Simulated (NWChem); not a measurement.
All runs are NWChem calculations. System: C3H6Cl, charge 0, spin multiplicity 2, at a geometry optimised with UB3LYP/def2-SVP. The structure started from a generated list of species. Its SCF solution wasn't tested for a lower state. Level: UHF/def2-TZVP.

Job file:

```
start mol
memory heap 200 mb stack 900 mb global 1100 mb
geometry units angstroms nocenter noautoz
  C     -0.440662    -0.979782     1.312513
  C      0.007611    -0.434373     0.000000
  C     -0.440662    -0.979782    -1.312513
  Cl     0.508099     1.242787     0.000000
  H     -1.445421    -0.603752     1.599992
  H     -0.502681    -2.079444     1.269766
  H      0.250405    -0.698682     2.122842
  H      0.250405    -0.698682    -2.122842
  H     -1.445421    -0.603752    -1.599992
  H     -0.502681    -2.079444    -1.269766
  symmetry group Cs
end
basis spherical
  * library def2-tzvp
end
scf
  uhf
  nopen 1
  maxiter 100
  thresh 1e-7
  semidirect memsize 60000000 filesize 0
  # guess.movecs holds the orbitals of an unrestricted PBE0 run
  vectors input guess.movecs output mol.movecs
end
task scf energy
```

NWChem printed:

```
             Northwest Computational Chemistry Package (NWChem) 7.3.0
             --------------------------------------------------------

                                NWChem Input Module
                                -------------------

 Scaling coordinates for geometry "geometry" by  1.889725989
 (inverse scale =  0.529177249)

 Turning off AUTOSYM since
 SYMMETRY directive was detected!

                             Geometry "geometry" -> ""
                             -------------------------

 Output coordinates in angstroms (scale by  1.889725989 to convert to a.u.)

  No.       Tag          Charge          X              Y              Z
 ---- ---------------- ---------- -------------- -------------- --------------
    1 C                    6.0000    -0.44066200    -0.97978200     1.31251300
    2 C                    6.0000     0.00761100    -0.43437300     0.00000000
    3 C                    6.0000    -0.44066200    -0.97978200    -1.31251300
    4 Cl                  17.0000     0.50809900     1.24278700     0.00000000
    5 H                    1.0000    -1.44542100    -0.60375200     1.59999200
    6 H                    1.0000    -0.50268100    -2.07944400     1.26976600
    7 H                    1.0000     0.25040500    -0.69868200     2.12284200
    8 H                    1.0000     0.25040500    -0.69868200    -2.12284200
    9 H                    1.0000    -1.44542100    -0.60375200    -1.59999200
   10 H                    1.0000    -0.50268100    -2.07944400    -1.26976600

 Effective nuclear repulsion energy (a.u.)     155.1032246187

            Nuclear Dipole moment (a.u.)
            ----------------------------
        X                 Y               Z
 ---------------- ---------------- ----------------
     0.0000207870     0.0000018897    -0.0000000000

      Symmetry information
      --------------------

 Group name             Cs
 Group number              2
 Group order               2
 No. of unique centers     6

      Symmetry unique atoms

     1    2    4    5    6    7


 Summary of "ao basis" -> "" (spherical)
 ------------------------------------------------------------------------------
       Tag                 Description            Shells   Functions and Types
 ---------------- ------------------------------  ------  ---------------------
 *                         def2-tzvp                  on all atoms

 Summary of "ao basis" -> "ao basis" (spherical)
 ------------------------------------------------------------------------------
       Tag                 Description            Shells   Functions and Types
 ---------------- ------------------------------  ------  ---------------------
 C                         def2-tzvp                11       31   5s3p2d1f
 Cl                        def2-tzvp                13       37   5s5p2d1f
 H                         def2-tzvp                 4        6   3s1p

                                 NWChem SCF Module
                                 -----------------

  ao basis        = "ao basis"
  functions       =   166
  atoms           =    10
  alpha electrons =    21
  beta  electrons =    20
  charge          =   0.00
  wavefunction    = UHF
  use symmetry    = T
  symmetry adapt  = T

 Summary of "ao basis" -> "ao basis" (spherical)
 ------------------------------------------------------------------------------
       Tag                 Description            Shells   Functions and Types
 ---------------- ------------------------------  ------  ---------------------
 C                         def2-tzvp                11       31   5s3p2d1f
 Cl                        def2-tzvp                13       37   5s5p2d1f
 H                         def2-tzvp                 4        6   3s1p

      Symmetry analysis of basis
      --------------------------

        a'         95
        a"         71

 Forming initial guess at       0.1s

   Symmetry analysis of molecular orbitals - initial alpha
   -------------------------------------------------------

  Numbering of irreducible representations:

     1 a'          2 a"

  Orbital symmetries:

     1 a'          2 a'          3 a"          4 a'          5 a'
     6 a'          7 a'          8 a"          9 a'         10 a'
    11 a"         12 a'         13 a'         14 a'         15 a"
    16 a"         17 a"         18 a'         19 a'         20 a"
    21 a'         22 a'         23 a'         24 a"         25 a'
    26 a'         27 a"         28 a"         29 a'         30 a'
    31 a"

   Symmetry analysis of molecular orbitals - initial beta
   ------------------------------------------------------

  Numbering of irreducible representations:

     1 a'          2 a"

  Orbital symmetries:

     1 a'          2 a'          3 a"          4 a'          5 a'
     6 a'          7 a"          8 a'          9 a'         10 a'
    11 a"         12 a'         13 a'         14 a"         15 a'
    16 a"         17 a"         18 a'         19 a'         20 a"
    21 a'         22 a'         23 a'         24 a"         25 a'
    26 a'         27 a"         28 a"         29 a'         30 a'
    31 a"

 Starting SCF solution at       0.1s

 ----------------------------------------------
         Quadratically convergent UHF

 Convergence threshold     :          1.000E-07
 Maximum no. of iterations :          100
 Integral*density screening:          1.000E-09
 ----------------------------------------------

              iter       energy          gnorm     gmax       time
             ----- ------------------- --------- --------- --------
                 1     -576.5925020310  7.58D-01  2.58D-01      3.2
[...]
  ----- ------------  ---------------      ----- ------------  ---------------
    40      0.371635   2 C  px               37      0.351833   2 C  px
    43      0.246599   2 C  px              108     -0.246868   4 Cl px
   111     -0.246819   4 Cl px               36      0.183273   2 C  s

 Vector   22  Occ=0.000000D+00  E= 1.344249D-01  Symmetry=a'
              MO Center= -6.9D-01, -1.3D+00, -6.4D-15, r^2= 8.6D+00
   Bfn.  Coefficient  Atom+Function         Bfn.  Coefficient  Atom+Function
  ----- ------------  ---------------      ----- ------------  ---------------
     5      4.575826   1 C  s                67      4.575826   3 C  s
    36     -2.686988   2 C  s               139     -1.520415   6 H  s
   163     -1.520415  10 H  s               133     -1.494366   5 H  s
   157     -1.494366   9 H  s               145     -1.459726   7 H  s
   151     -1.459726   8 H  s                 4     -0.458184   1 C  s

 Vector   23  Occ=0.000000D+00  E= 1.755003D-01  Symmetry=a"
              MO Center= -8.1D-01, -1.1D+00, -2.3D-14, r^2= 1.0D+01
   Bfn.  Coefficient  Atom+Function         Bfn.  Coefficient  Atom+Function
  ----- ------------  ---------------      ----- ------------  ---------------
     5      6.294837   1 C  s                67     -6.294837   3 C  s
   133     -2.000477   5 H  s               157      2.000477   9 H  s
    45     -1.989759   2 C  pz              145     -1.562069   7 H  s
   151      1.562069   8 H  s               139     -1.510560   6 H  s
   163      1.510560  10 H  s                 4     -0.573650   1 C  s

 Vector   24  Occ=0.000000D+00  E= 1.856789D-01  Symmetry=a'
              MO Center= -1.7D-01, -7.6D-01,  2.1D-15, r^2= 7.4D+00
   Bfn.  Coefficient  Atom+Function         Bfn.  Coefficient  Atom+Function
  ----- ------------  ---------------      ----- ------------  ---------------
   139      1.411824   6 H  s               163      1.411824  10 H  s
    36      1.327208   2 C  s               145     -1.001412   7 H  s
   151     -1.001412   8 H  s               133     -0.779912   5 H  s
   157     -0.779912   9 H  s                14      0.768531   1 C  pz
    76     -0.768531   3 C  pz               13      0.730563   1 C  py

                     UHF Final Beta Molecular Orbital Analysis
                     -----------------------------------------

 Vector   18  Occ=1.000000D+00  E=-5.046819D-01  Symmetry=a'
              MO Center=  1.5D-02, -1.5D-01,  3.5D-15, r^2= 3.6D+00
   Bfn.  Coefficient  Atom+Function         Bfn.  Coefficient  Atom+Function
  ----- ------------  ---------------      ----- ------------  ---------------
   109      0.342186   4 Cl py              112      0.193765   4 Cl py
    38     -0.162996   2 C  py              106      0.160501   4 Cl py
    41     -0.152720   2 C  py

 Vector   19  Occ=1.000000D+00  E=-4.546556D-01  Symmetry=a'
              MO Center=  4.2D-01,  1.0D+00, -6.8D-15, r^2= 1.7D+00
   Bfn.  Coefficient  Atom+Function         Bfn.  Coefficient  Atom+Function
  ----- ------------  ---------------      ----- ------------  ---------------
   108      0.507369   4 Cl px              111      0.334098   4 Cl px
   105      0.235060   4 Cl px               99     -0.185493   4 Cl px

 Vector   20  Occ=1.000000D+00  E=-4.380492D-01  Symmetry=a"
              MO Center=  3.8D-01,  9.1D-01,  2.1D-15, r^2= 2.1D+00
   Bfn.  Coefficient  Atom+Function         Bfn.  Coefficient  Atom+Function
  ----- ------------  ---------------      ----- ------------  ---------------
   110      0.513038   4 Cl pz              113      0.361139   4 Cl pz
   107      0.241604   4 Cl pz              101     -0.187911   4 Cl pz

 Vector   21  Occ=0.000000D+00  E= 1.181654D-01  Symmetry=a'
              MO Center= -3.1D-01, -5.4D-01, -8.0D-14, r^2= 4.8D+00
   Bfn.  Coefficient  Atom+Function         Bfn.  Coefficient  Atom+Function
  ----- ------------  ---------------      ----- ------------  ---------------
     5      1.755837   1 C  s                67      1.755837   3 C  s
   133     -1.236270   5 H  s               157     -1.236270   9 H  s
    36     -1.071637   2 C  s                43     -0.490722   2 C  px
   139     -0.339094   6 H  s               163     -0.339094  10 H  s
   145     -0.300641   7 H  s               151     -0.300641   8 H  s

 Vector   22  Occ=0.000000D+00  E= 1.401195D-01  Symmetry=a'
              MO Center= -3.9D-01, -1.4D+00,  1.0D-14, r^2= 7.7D+00
   Bfn.  Coefficient  Atom+Function         Bfn.  Coefficient  Atom+Function
  ----- ------------  ---------------      ----- ------------  ---------------
     5      4.197387   1 C  s                67      4.197387   3 C  s
    36     -2.317953   2 C  s               139     -1.602426   6 H  s
   163     -1.602426  10 H  s               145     -1.515832   7 H  s
   151     -1.515832   8 H  s               133     -0.970241   5 H  s
   157     -0.970241   9 H  s                43      0.451908   2 C  px

 Vector   23  Occ=0.000000D+00  E= 1.774294D-01  Symmetry=a"
              MO Center= -7.6D-01, -1.1D+00,  1.5D-14, r^2= 1.0D+01
   Bfn.  Coefficient  Atom+Function         Bfn.  Coefficient  Atom+Function
  ----- ------------  ---------------      ----- ------------  ---------------
     5      6.290297   1 C  s                67     -6.290297   3 C  s
    45     -1.955571   2 C  pz              133     -1.958627   5 H  s
   157      1.958627   9 H  s               145     -1.615426   7 H  s
   151      1.615426   8 H  s               139     -1.542612   6 H  s
   163      1.542612  10 H  s                 4     -0.589510   1 C  s

 center of mass
 --------------
 x =   0.09473973 y =   0.19420694 z =  -0.00000000

 moments of inertia (a.u.)
 ------------------
         527.705342693572        -126.845246677938          -0.000000000000
        -126.845246677938         275.614736387147           0.000000000000
          -0.000000000000           0.000000000000         383.092459577909

  Mulliken analysis of the total density
  --------------------------------------

    Atom       Charge   Shell Charges
 -----------   ------   -------------------------------------------------------
    1 C    6     6.30   0.85  1.12  0.47  0.67  0.07  1.25  1.40  0.37  0.02  0.06  0.00
    2 C    6     5.94   0.85  1.12  0.48  0.65  0.07  1.16  1.31  0.10  0.02  0.14  0.01
    3 C    6     6.30   0.85  1.12  0.47  0.67  0.07  1.25  1.40  0.37  0.02  0.06  0.00
    4 Cl  17    17.16   2.01  0.45  1.52  1.09  0.84  4.18  1.69  1.08  2.80  1.45  0.02  0.04  0.01
    5 H    1     0.89   0.26  0.49  0.12  0.02
    6 H    1     0.89   0.26  0.49  0.11  0.02
    7 H    1     0.87   0.26  0.49  0.10  0.02
    8 H    1     0.87   0.26  0.49  0.10  0.02
    9 H    1     0.89   0.26  0.49  0.12  0.02
   10 H    1     0.89   0.26  0.49  0.11  0.02

  Mulliken analysis of the alpha density
  --------------------------------------

    Atom       Charge   Shell Charges
 -----------   ------   -------------------------------------------------------
    1 C    6     3.08   0.43  0.56  0.23  0.32  0.04  0.61  0.67  0.17  0.01  0.04  0.00
    2 C    6     3.50   0.43  0.56  0.27  0.37  0.04  0.78  0.89  0.09  0.01  0.07  0.00
    3 C    6     3.08   0.43  0.56  0.23  0.32  0.04  0.61  0.67  0.17  0.01  0.04  0.00
    4 Cl  17     8.58   1.01  0.22  0.76  0.54  0.42  2.09  0.84  0.54  1.39  0.72  0.01  0.03  0.00
    5 H    1     0.48   0.14  0.26  0.07  0.01
    6 H    1     0.45   0.13  0.25  0.06  0.01
    7 H    1     0.45   0.13  0.25  0.05  0.01
    8 H    1     0.45   0.13  0.25  0.05  0.01
    9 H    1     0.48   0.14  0.26  0.07  0.01
   10 H    1     0.45   0.13  0.25  0.06  0.01

   Mulliken analysis of the beta density
   -------------------------------------

    Atom       Charge   Shell Charges
 -----------   ------   -------------------------------------------------------
    1 C    6     3.22   0.43  0.56  0.24  0.35  0.04  0.64  0.73  0.20  0.01  0.02  0.00
    2 C    6     2.43   0.43  0.56  0.22  0.29  0.03  0.38  0.42  0.01  0.01  0.07  0.01
    3 C    6     3.22   0.43  0.56  0.24  0.35  0.04  0.64  0.73  0.20  0.01  0.02  0.00
    4 Cl  17     8.58   1.01  0.22  0.76  0.54  0.42  2.09  0.85  0.54  1.40  0.73  0.01  0.02  0.00
    5 H    1     0.41   0.12  0.23  0.05  0.01
    6 H    1     0.44   0.13  0.24  0.06  0.01
    7 H    1     0.43   0.13  0.24  0.05  0.01
    8 H    1     0.43   0.13  0.24  0.05  0.01
    9 H    1     0.41   0.12  0.23  0.05  0.01
   10 H    1     0.44   0.13  0.24  0.06  0.01

   Mulliken analysis of the spin density
   -------------------------------------

    Atom       Charge   Shell Charges
 -----------   ------   -------------------------------------------------------
    1 C    6    -0.14  -0.00  0.00 -0.01 -0.02 -0.00 -0.04 -0.06 -0.02  0.00  0.02  0.00
    2 C    6     1.07   0.00 -0.00  0.05  0.08  0.00  0.40  0.47  0.08 -0.00  0.00 -0.00
    3 C    6    -0.14  -0.00  0.00 -0.01 -0.02 -0.00 -0.04 -0.06 -0.02  0.00  0.02  0.00
    4 Cl  17    -0.01   0.00  0.00 -0.00  0.00 -0.00  0.00 -0.00  0.00 -0.01 -0.01  0.00  0.01  0.00
    5 H    1     0.07   0.02  0.04  0.02 -0.00
    6 H    1     0.01   0.00  0.01  0.00 -0.00
    7 H    1     0.02   0.01  0.01  0.00 -0.00
    8 H    1     0.02   0.01  0.01  0.00 -0.00
    9 H    1     0.07   0.02  0.04  0.02 -0.00
   10 H    1     0.01   0.00  0.01  0.00 -0.00

       Multipole analysis of the density wrt the origin
       ------------------------------------------------

     L   x y z        total         alpha         beta         nuclear
     -   - - -        -----         -----         ----         -------
     0   0 0 0     -0.000000    -21.000000    -20.000000     41.000000

     1   1 0 0     -0.342546     -0.242101     -0.100466      0.000021
     1   0 1 0     -0.700945      0.040760     -0.741707      0.000002
     1   0 0 1      0.000000      0.000000     -0.000000     -0.000000

     2   2 0 0    -24.689153    -34.246445    -31.612106     41.169397
     2   1 1 0      0.085302    -34.394202    -34.734990     69.214494
     2   1 0 1     -0.000000      0.000000     -0.000000      0.000000
     2   0 2 0    -24.433716   -101.291353    -99.060509    175.918146
     2   0 1 1     -0.000000      0.000000     -0.000000     -0.000000
     2   0 0 2    -23.475203    -80.521164    -78.760761    135.806722

 Task  times  cpu:       17.8s     wall:       17.8s

 Total times  cpu:       17.9s     wall:       17.9s
```
